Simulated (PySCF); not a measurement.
# Levels of Pb+ from EOM-EA-GCCSD

Reference: closed-shell Pb(2+), [Xe] 4f14 5d10 6s2; one electron is added. Calculated with PySCF 2.14, two-component X2C-1e with screened spin-orbit coupling, x2c-TZVPPall-2c with one added diffuse shell each of s, p, d, f type (12s12p10d4f, 126 functions); frozen [Kr] 4d10 4f14; the 40 highest virtual spinors dropped; of the others 110 kept and the rest restored at second order. No Breit or QED terms. Binding energies in eV.

```tsv
level	Koopmans	second order	EOM-CCSD	NIST
6p1/2	14.220	14.927	14.768	15.032
6p3/2	12.498	13.231	13.097	13.287
7s1/2	7.265	7.666	7.620	7.662
6d3/2	5.742	6.196	6.249	6.386
6d5/2	5.672	6.104	6.138	6.482
7p1/2	5.523	5.725	5.706	5.801
7p3/2	5.213	5.386	5.370	5.452
7d3/2	1.557	2.343	1.645	3.343
```

Electric-dipole lines between these computed levels:

```json
{"lower": "6p1/2", "upper": "7s1/2", "ΔE (eV)": "7.148", "vacuum wavelength (nm)": "173.5"}
{"lower": "6p1/2", "upper": "6d3/2", "ΔE (eV)": "8.520", "vacuum wavelength (nm)": "145.5"}
{"lower": "6p1/2", "upper": "7d3/2", "ΔE (eV)": "13.123", "vacuum wavelength (nm)": "94.48"}
{"lower": "6p3/2", "upper": "7s1/2", "ΔE (eV)": "5.477", "vacuum wavelength (nm)": "226.4"}
{"lower": "6p3/2", "upper": "6d3/2", "ΔE (eV)": "6.848", "vacuum wavelength (nm)": "181.0"}
{"lower": "6p3/2", "upper": "6d5/2", "ΔE (eV)": "6.959", "vacuum wavelength (nm)": "178.2"}
{"lower": "6p3/2", "upper": "7d3/2", "ΔE (eV)": "11.452", "vacuum wavelength (nm)": "108.3"}
{"lower": "7s1/2", "upper": "7p1/2", "ΔE (eV)": "1.914", "vacuum wavelength (nm)": "647.8"}
{"lower": "7s1/2", "upper": "7p3/2", "ΔE (eV)": "2.250", "vacuum wavelength (nm)": "551.1"}
{"lower": "6d3/2", "upper": "7p1/2", "ΔE (eV)": "0.542", "vacuum wavelength (nm)": "2286"}
{"lower": "6d3/2", "upper": "7p3/2", "ΔE (eV)": "0.878", "vacuum wavelength (nm)": "1412"}
{"lower": "6d5/2", "upper": "7p3/2", "ΔE (eV)": "0.768", "vacuum wavelength (nm)": "1615"}
{"lower": "7p1/2", "upper": "7d3/2", "ΔE (eV)": "4.062", "vacuum wavelength (nm)": "305.3"}
{"lower": "7p3/2", "upper": "7d3/2", "ΔE (eV)": "3.726", "vacuum wavelength (nm)": "332.8"}
```

In EOM-CCSD the overlap with the one-orbital guess is low for 7d3/2 (weight 0.72). That can mean mixing with two-particle, one-hole states, where second order and EOM-CCSD lose accuracy, or only a rotation among the degenerate components of the shell; the terms of those configurations are not listed.

Quantum defects δ = n − Z_c √(13.6057 eV / E) with Z_c = 2: 6p1/2 4.080, 6p3/2 3.962, 7s1/2 4.328, 6d3/2 3.049, 6d5/2 3.022, 7p1/2 3.912, 7p3/2 3.817, 7d3/2 1.248.

Gaps of this size point to the basis (12s12p10d4f), which has few functions of high l to correlate and polarise the inner shells.

The highest levels are limited by the diffuse functions of the basis.
